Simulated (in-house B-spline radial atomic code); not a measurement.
Radial electron density of In³⁺, [Kr] 4d10. Level of theory: scalar-relativistic (X2C) AM05, spin-polarised, spherical fractional occupations, Fermi nucleus of rms radius 4.6156 fm; calculated with a B-spline radial code for spherical atoms.

One-electron X2C: radii and densities carry no picture-change correction, so inner-shell <1/r> comes out high (for 1s by about 2 % at Z = 33, 5 % at 54, 10 % at 75, 30 % at 118) and <r> low.

Columns: r (bohr), 4πr²n(r) (electrons per bohr), bar.

```
0.000893    1.739 #
 0.00109    2.397 #
 0.00132    3.253 ##
 0.00161    4.445 ##
 0.00195    5.976 ###
 0.00237    8.027 ####
 0.00289    10.75 ######
 0.00351    14.16 ########
 0.00427    18.48 ##########
 0.00519    23.74 #############
 0.00632    30.02 #################
 0.00768    37.03 ####################
 0.00934    44.52 #########################
  0.0114    51.95 #############################
  0.0138    58.04 ################################
  0.0168    62.23 ##################################
  0.0204     63.5 ###################################
  0.0249    61.69 ##################################
  0.0302    57.98 ################################
  0.0368    54.56 ##############################
  0.0447    54.57 ##############################
  0.0544    59.92 #################################
  0.0661    69.38 ######################################
  0.0804    78.09 ###########################################
  0.0978    79.79 ############################################
   0.119    72.16 ########################################
   0.145    60.52 #################################
   0.176    54.86 ##############################
   0.214    58.97 #################################
    0.26    65.13 ####################################
   0.316    61.19 ##################################
   0.385    44.62 #########################
   0.468    26.97 ###############
   0.569    19.28 ###########
   0.692     20.6 ###########
   0.841       22 ############
    1.02    18.58 ##########
    1.24    12.17 #######
    1.51    6.318 ###
    1.84    2.646 #
    2.24   0.8871 
    2.72   0.2298 
    3.31   0.0412 
    4.02 0.004805
```

On this grid the curve has 4 maxima, near 0.0204, 0.0978, 0.26, 0.841 bohr.

The 4d down radial function P(r) = rR(r), positive near the nucleus:

```json
{"r (bohr)": "0.00934", "P": "0.001015"}
{"r (bohr)": "0.0138", "P": "0.002935"}
{"r (bohr)": "0.0204", "P": "0.008278"}
{"r (bohr)": "0.0302", "P": "0.02247"}
{"r (bohr)": "0.0447", "P": "0.05718"}
{"r (bohr)": "0.0661", "P": "0.1321"}
{"r (bohr)": "0.0978", "P": "0.2662"}
{"r (bohr)": "0.145", "P": "0.4387"}
{"r (bohr)": "0.214", "P": "0.5228"}
{"r (bohr)": "0.316", "P": "0.3151"}
{"r (bohr)": "0.468", "P": "-0.2517"}
{"r (bohr)": "0.692", "P": "-0.8426"}
{"r (bohr)": "1.02", "P": "-0.9906"}
{"r (bohr)": "1.51", "P": "-0.6864"}
{"r (bohr)": "2.24", "P": "-0.2873"}
{"r (bohr)": "3.31", "P": "-0.06393"}
```
